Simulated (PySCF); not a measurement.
A structure optimised at PBE-D3(BJ)/def2-SVP, used in a PySCF frequency run:

```xyz
10

O     -0.3039     2.6253     0.0000
C      0.6191     1.8277     0.0000
C      0.4436     0.3651     0.0000
N      1.4211    -0.5204     0.0000
C      0.9242    -1.7884     0.0000
C     -0.4628    -1.8862     0.0000
S     -1.1810    -0.3224     0.0000
H      1.7044     2.1347     0.0000
H      1.6082    -2.6498     0.0000
H     -1.0771    -2.7954     0.0000
```
Charge 0, spin multiplicity 1.

Problem. Write its SMILES, formula and point group.

Solution. O=Cc1nccs1, C4H3NOS, Cs

Problem. What are its rotational constants (standard atomic weights)?

Solution. 5.0083, 1.9456, 1.4013 GHz
